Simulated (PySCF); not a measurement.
Job file and geometry (Å, from GFN2-xTB) of an NMR shielding run on `C/N=C/[SiH]1C[SiH2]C1`, C4H11NSi2, PySCF 2.14.0, density-fitted response routines, GIAO PBE0/pcSseg-1 NMR shielding, non-relativistic, gas phase; density fitting, a coarse starting grid and PySCF grid level 2 are the driver's defaults:

```
$ OMP_NUM_THREADS=1 python probes_run.py task.json out

{"job": {"kind": "nmr", "xc": "PBE0", "basis": "pcSseg-1"}, "charge": 0, "multiplicity": 1}
C      2.985285    -1.254269    -0.601655
N      1.606137    -0.945433    -0.395948
C      1.246003    -0.191541     0.543681
Si    -0.580484     0.228791     0.768816
C     -1.756580    -0.784255    -0.350470
Si    -2.249891     0.770717    -1.358280
C     -1.112770     1.800643    -0.201866
H      3.101626    -2.338456    -0.564312
H      3.262221    -0.928366    -1.605601
H      3.657368    -0.787044     0.133503
H      1.988879     0.247984     1.233562
H     -0.874898     0.251342     2.210477
H     -1.255214    -1.555935    -0.926460
H     -2.578703    -1.263493     0.173520
H     -1.837345     0.760063    -2.762726
H     -3.668580     1.130904    -1.265978
H     -0.305441     2.325546    -0.705641
H     -1.636373     2.539120     0.398961
```

Q: What does the program print?

A: 
```
coarse grid: 15480 points
cycle   1  E = -792.0951439153  dE =  5.805e-01  |g| = 5.361e-01  |ddm| = 3.793e+00
cycle   2  E = -792.0378614345  dE =  5.728e-02  |g| = 7.026e-01  |ddm| = 1.200e+00
cycle   3  E = -792.1673709306  dE = -1.295e-01  |g| = 1.099e-01  |ddm| = 7.625e-01
cycle   4  E = -792.1694874804  dE = -2.117e-03  |g| = 5.082e-02  |ddm| = 9.786e-02
cycle   5  E = -792.1700443222  dE = -5.568e-04  |g| = 1.129e-02  |ddm| = 4.659e-02
cycle   6  E = -792.1700764142  dE = -3.209e-05  |g| = 2.583e-03  |ddm| = 1.375e-02
cycle   7  E = -792.1700781241  dE = -1.710e-06  |g| = 4.546e-04  |ddm| = 3.202e-03
final grid: 138768 points
cycle   8  E = -792.2096967234  dE = -2.543e-05  |g| = 8.021e-03  |ddm| = 2.262e-02
cycle   9  E = -792.2096865870  dE =  1.014e-05  |g| = 1.021e-02  |ddm| = 1.706e-02
cycle  10  E = -792.2097127740  dE = -2.619e-05  |g| = 1.754e-03  |ddm| = 9.890e-03
cycle  11  E = -792.2097134391  dE = -6.650e-07  |g| = 3.778e-04  |ddm| = 1.338e-03
cycle  12  E = -792.2097134672  dE = -2.811e-08  |g| = 1.128e-04  |ddm| = 3.643e-04
cycle  13  E = -792.2097134704  dE = -3.219e-09  |g| = 2.313e-05  |ddm| = 1.189e-04
cycle  14  E = -792.2097134705  dE = -1.248e-10  |g| = 4.697e-06  |ddm| = 3.141e-05
converged SCF energy = -792.2097134705

GIAO shielding tensors (ppm)
atom      isotropic    diamagn.    paramagn.     s11        s22        s33       span
  0 C      128.981     246.645    -117.664     97.451    112.376    177.116     79.665
  1 N     -178.660     329.233    -507.893   -622.503   -189.022    275.545    898.048
  2 C        8.019     260.655    -252.636    -78.409     -8.550    111.015    189.424
  3 Si     367.038     882.015    -514.977    331.533    363.035    406.546     75.013
  4 C      191.484     258.326     -66.841    169.275    199.224    205.954     36.678
  5 Si     385.015     880.414    -495.398    356.820    367.774    430.452     73.632
  6 C      188.435     258.250     -69.816    167.535    194.818    202.951     35.416
  7 H       27.354      27.908      -0.554     24.735     26.550     30.777      6.042
  8 H       27.398      28.696      -1.297     24.843     26.697     30.655      5.813
  9 H       28.649      28.742      -0.093     26.700     27.300     31.947      5.248
 10 H       22.802      32.530      -9.728     21.063     23.060     24.283      3.220
 11 H       26.389      30.133      -3.744     23.747     24.039     31.380      7.633
 12 H       30.557      32.985      -2.428     26.022     27.822     37.828     11.806
 13 H       31.244      30.710       0.534     27.342     27.671     38.720     11.378
 14 H       26.900      29.438      -2.538     24.085     24.595     32.021      7.936
 15 H       26.841      28.982      -2.141     23.818     24.695     32.010      8.192
 16 H       31.236      32.773      -1.537     27.530     28.140     38.039     10.508
 17 H       30.992      30.570       0.422     26.995     27.786     38.195     11.201
```

Size and cost of the density-fitted run: 188 basis functions, about 80 core-seconds.
